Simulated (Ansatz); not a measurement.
Diatomic NaBe+, closed-shell singlet (lowest of 2S+1 = 1, 3 at CCSD(T)/def2-TZVPP on PBE0 minima; our sources give no spin for the ground state, which may be another).

The constants come from a fifth-degree fit in 1/R (seven points, main isotopes). In def2 and cc sets the state is the lowest found near the PBE0 minimum, followed along R. The singlet is held restricted.

Codes used: Ansatz (Gaussian basis) for Hartree–Fock, density functionals and correlated methods. Each number belongs to the level named beside it.

Energies at PBE0/def2-TZVPP:

```csv
R (Å),E (hartree)
2.746313,-176.63291456
2.820138,-176.63353411
2.888058,-176.63383196
2.964837,-176.63391463
3.041615,-176.63378154
3.130206,-176.63342124
3.233562,-176.63279539
```

With a reduced mass of 6.4742 u, find the minimum, the force constant and the constants.

A fifth-degree polynomial in 1/R puts the minimum at r_e = 2.9530 Å with force constant 16.5 N/m. Then ω_e = (1/2πc)√(k/μ) = 208 cm⁻¹ and B_e = h/(8π²cμr_e²) = 0.2986 cm⁻¹; the cubic and quartic terms give α_e = 0.0053 and ω_e x_e = 2.8 cm⁻¹.

Ansatz is a quantum-chemistry and plane-wave program.
